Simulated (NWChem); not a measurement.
System: C$_{6}$H$_{5}$F; SMILES Fc1ccccc1

Computed with NWChem. Medium grid unless said otherwise, to which SCAN and Minnesota functionals are sensitive. Coordinates come from a PBE0/def2-SVP optimisation. Computed dipoles belong to the equilibrium geometry; the measured one is vibrationally averaged.

Measured dipole moment: 1.60 D (NIST CCCBDB, as tabulated in the package chemicals).

```csv
level,dipole moment (D),computed − measured
B3LYP/def2-SVP,1.32,-0.28
PBE/def2-SVP,1.11,-0.49
B97-D/def2-SVP,1.19,-0.41
SCAN/def2-SVP,1.29,-0.31
"LDA (Slater exchange, PW92)/def2-SVP",1.17,-0.43
TPSS/def2-SVP,(withheld),(withheld)
MN15/def2-SVP,1.39,-0.21
BP86/def2-SVP,1.14,-0.46
BLYP/def2-SVP,(withheld),(withheld)
M06/def2-SVP,1.40,-0.20
```

Question: Complete the blanks.

Answer: 
- TPSS/def2-SVP, dipole moment (D): 1.19
- TPSS/def2-SVP, computed − measured: -0.41
- BLYP/def2-SVP, dipole moment (D): 1.12
- BLYP/def2-SVP, computed − measured: -0.48
